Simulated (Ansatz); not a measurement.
Relaxation of ClGaH5N (8 atoms, charge 0, multiplicity 1), to a largest force component of 0.03 eV/Å in at most 50 steps.

Theory: RHF/def2-SVP (Ansatz).

```xyz
8
Properties=species:S:1:pos:R:3:forces:R:3
Ga -0.004 0.249 -0.062 0.08 -0.02 0.12
H 0.015 0.305 1.503 -0.07 0.48 -0.19
Cl 1.907 0.574 -1.051 -0.06 -0.03 0.05
H -1.229 0.006 -0.992 -0.02 -0.02 -0.01
N 0.459 -2.475 1.403 -0.22 0.99 0.34
H -0.294 -2.815 0.834 -0.01 0.01 -0.01
H 1.326 -2.486 0.899 0.02 0.01 -0.01
H 0.259 -1.536 1.770 0.28 -1.41 -0.29
```

Where does it end, and by what steps?

It converged. After 15 steps the energy has fallen by 1.199 eV; N5 moved furthest, 0.65 Å. Joined: Ga1–N5 (3.13 → 2.17 Å).

```tsv
step	energy less start (eV)	largest force component (eV/Å)	accepted
0	0.0000	1.413	yes
1	-0.1166	0.550	yes
2	-0.1663	0.403	yes
3	-0.2032	0.265	yes
4	-0.1972	1.539	no
5	-0.2279	0.613	yes
6	-0.2473	0.734	yes
7	-0.2834	0.951	yes
8	-0.3923	1.904	yes
9	-0.7835	2.060	yes
10	-0.4564	7.141	no
11	-1.0843	1.187	yes
12	-1.1858	0.156	yes
13	-1.1973	0.069	yes
14	-1.1975	0.071	yes
15	-1.1991	0.029	yes
```

```xyz
8
Properties=species:S:1:pos:R:3
Ga -0.008 -0.007 0.163
H -0.112 0.882 1.457
Cl 1.969 0.127 -0.861
H -1.205 -0.315 -0.811
N 0.380 -1.971 0.997
H -0.256 -2.675 0.657
H 1.310 -2.226 0.699
H 0.360 -1.993 2.004
```

Whether the end is a true minimum wasn't checked by a vibrational analysis.

Run time: 32 s on 1 thread of Arm Neoverse V1, with other jobs on the host, peak memory 0.17 GiB.
